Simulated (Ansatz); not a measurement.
Mulliken charges of `ClC[TeH]` from PBE/def2-TZVPP in Ansatz (PBE0-D4/def2-TZVP geometry).

```
atom   x (Å)   y (Å)   z (Å)  charge (e)
 Cl1  -1.933   0.019  -0.885      -0.119
  C2  -0.218  -0.111  -0.484      -0.262
 Te3   0.062   0.430   1.582       0.079
  H4   0.094  -1.139  -0.642       0.165
  H5   0.336   0.571  -1.123       0.165
  H6   1.701   0.166   1.505      -0.029
```

By hand: the dipole of these point charges (1 e Å = 4.8032 D).

Σ q r = (0.314, -0.038, 0.022) e Å, of length 0.317 e Å = 1.52 D.

How does the dipole of the full density compare? (Best estimate.)

Ansatz gave: (0.292, -0.065, -0.083) e Å, 1.49 D; the point charges give 1.02 times that, at 20° from its direction.

Point charges leave out the atoms' own dipoles, such as those of lone pairs, and Mulliken's split depends on the basis, so the two needn't agree.
